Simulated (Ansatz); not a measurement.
Geometry optimisation, RKS B3LYP/def2-SVP (Ansatz).

input.yaml

```yaml
crystal:
  periodic: [false, false, false]
  atoms:
    - { symbol: Sn, position_ang: [-0.858037, -0.144839, -1.034216] }
    - { symbol: O, position_ang: [1.539795, 0.939279, 1.037453] }
    - { symbol: H, position_ang: [0.558956, -0.321969, -1.976277] }
    - { symbol: H, position_ang: [-1.13107, 1.472883, -0.526672] }
    - { symbol: H, position_ang: [-2.243348, -0.68834, -1.903679] }
    - { symbol: H, position_ang: [0.934931, 0.408919, 1.580525] }
    - { symbol: S, position_ang: [-0.682072, -1.597931, 0.928367] }
    - { symbol: H, position_ang: [1.273921, 1.850528, 1.228158] }
    - { symbol: H, position_ang: [0.606924, -1.91863, 0.666241] }
basis:
  gaussian: { orbitals: def2-SVP }
hamiltonian:
  xc: b3lyp
relax:
  f_tol: 0.03
  max_steps: 50
```

Command:

```bash
$ ansatz run input.yaml --threads 2 --pin off --max-ram 3072MiB --backend cpu --events-out ev --progress --plain --runs-dir out
```

Task: Where does it end, and by what steps?

Result: The run converged. After 16 steps the energy has fallen by 0.032 eV; H9 moved furthest, 0.65 Å.

```tsv
step	energy less start (eV)	largest force component (eV/Å)	accepted
0	0.0000	0.217	yes
1	0.0025	0.474	no
2	-0.0074	0.285	yes
3	-0.0100	0.178	yes
4	-0.0045	0.559	no
5	-0.0136	0.142	yes
6	-0.0115	0.444	no
7	-0.0163	0.102	yes
8	-0.0186	0.060	yes
9	-0.0209	0.077	yes
10	-0.0227	0.135	yes
11	-0.0237	0.219	yes
12	-0.0292	0.043	yes
13	-0.0295	0.041	yes
14	-0.0300	0.106	yes
15	-0.0279	0.337	no
16	-0.0316	0.015	yes
```

```xyz
9
Properties=species:S:1:pos:R:3
Sn -0.805 -0.089 -0.989
O 1.564 1.148 0.877
H 0.674 -0.132 -1.846
H -1.323 1.473 -0.524
H -2.046 -0.857 -1.910
H 1.226 0.333 1.290
S -0.589 -1.362 1.125
H 1.163 1.847 1.412
H 0.135 -2.361 0.566
```

Whether the end is a true minimum wasn't checked by a vibrational analysis.

Run time: 31 s on 2 threads of Intel(R) Xeon(R) Platinum 8488C (Sapphire Rapids) (shared host), peak memory 0.21 GiB.
